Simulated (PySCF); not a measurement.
Al(H)(OH)(nPr) (C3H9AlO), SMILES C(C)[CH2][AlH][OH]. Heavy atoms are numbered as in [AlH:1]([OH:3])[CH2:5][CH2:6][CH3:7]. Hydrogens are named by the atom that carries them.

Coordinates come from a B3LYP-D3(BJ)/def2-SVP optimisation. The structure was generated by enumeration; whether it is a known compound was not checked. The values are those of a single conformer.

All values below come from KT2/pcSseg-1 (PySCF).

GIAO shieldings, no solvent; atoms alike by connectivity are averaged. δ = σ(ref) − σ: ¹H against TMS (σ = 31.47 ppm); ¹⁷O against H2O (σ = 330.4 ppm); ¹³C against TMS (σ = 185.1 ppm), references at their B3LYP-D3(BJ)/def2-TZVP geometries, non-relativistic.

**Question.** Estimate the chemical shifts. (An estimate is asked for; the answer gives what the named calculation found.)

**Answer.** 
```csv
nucleus,atoms,count,δ (ppm)
¹H,H on Al1,1,5.30
¹H,H on O3,1,3.63
¹H,H on C6,2,1.71
¹H,H on C7,3,1.35
¹H,H on C5,2,0.58
¹⁷O,O3 (OH),1,96.5
¹³C,C6 (CH2),1,24.7
¹³C,C7 (CH3),1,24.6
¹³C,C5 (CH2),1,16.0
```
